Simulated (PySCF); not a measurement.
Spin-Hamiltonian simulation

Molecule: `C=C1COCC1=C`, C$_{6}$H$_{8}$O.

Bonds (- single, = double, # triple, : aromatic): C1=C2 1.327 Å, C2-C3 1.508 Å, C3-O4 1.414 Å, O4-C5 1.414 Å, C5-C6 1.508 Å, C6=C7 1.327 Å, C6-C2 1.462 Å. C1 carries H8, H9; C3 carries H10, H11; C5 carries H12, H13; C7 carries H14, H15. H15 is cis to C2; H9 is cis to C3; H14 is trans to C2; H8 is trans to C3.

Isolated molecule, fast rotation and ring inversion assumed for equivalent nuclei, non-relativistic, one computed conformer. PBE0/pcSseg-1 with gauge-including orbitals; J: B3LYP/pcJ-1 (without the spin–dipole term); GFN2-xTB structure; PySCF 2.14.

Referencing at the same level of theory: TMS for ¹H (σ = 31.72 ppm).

The 8-spin Hamiltonian (Zeeman plus full scalar coupling among like nuclei) was diagonalised exactly; lines are Lorentzian, 0.4 Hz wide, and the maxima above 3 % are listed with the tallest set to 100.

Peak list at 500 MHz for the spins H8/H9/H10/H11/H12/H13/H14/H15:
δ in ppm (height): 5.912 (3), 5.910 (10), 5.909 (13), 5.908 (16), 5.906 (21), 5.904 (17), 5.903 (16), 5.902 (21), 5.900 (43), 5.899 (34), 5.898 (22), 5.897 (16), 5.896 (17), 5.894 (21), 5.893 (16), 5.892 (13), 5.890 (10), 5.888 (4), 5.321 (3), 5.319 (9), 5.317 (16), 5.315 (23), 5.313 (22), 5.312 (24), 5.311 (36), 5.310 (42), 5.309 (36), 5.308 (25), 5.307 (22), 5.305 (24), 5.303 (17), 5.301 (10), 5.299 (3), 4.777 (35), 4.776 (46), 4.775 (58), 4.771 (97), 4.770 (100), 4.769 (96), 4.765 (57), 4.764 (43), 4.763 (33), 4.762 (32)

Problem. Extract the chemical shifts and coupling constants behind this pattern (give the signs of the calculation).

Solution. 
Shifts (ppm): H8/H15 5.90, H9/H14 5.31, H10/H11/H12/H13 4.77.
Couplings (Hz): H8–H9, H14–H15: -1.2; H8–H10, H8–H11, H12–H15, H13–H15: -3.5; H8–H12, H8–H13, H10–H15, H11–H15: 0.8; H8–H14, H9–H15: 1.0; H8–H15: 0.9; H9–H10, H9–H11, H12–H14, H13–H14: -3.0; H9–H12, H9–H13, H10–H14, H11–H14: 0.9; H9–H14: 1.0; H10–H11, H12–H13: -15.5; H10–H12, H11–H13: -0.5.
These are the parameters used. A line list fixes at most the relative signs, and those only where coupling is strong; other parameter sets or atom labellings may fit too, and couplings well below the line width leave little trace. Those between chemically equivalent but magnetically inequivalent protons (AA′, BB′) do shape the pattern.
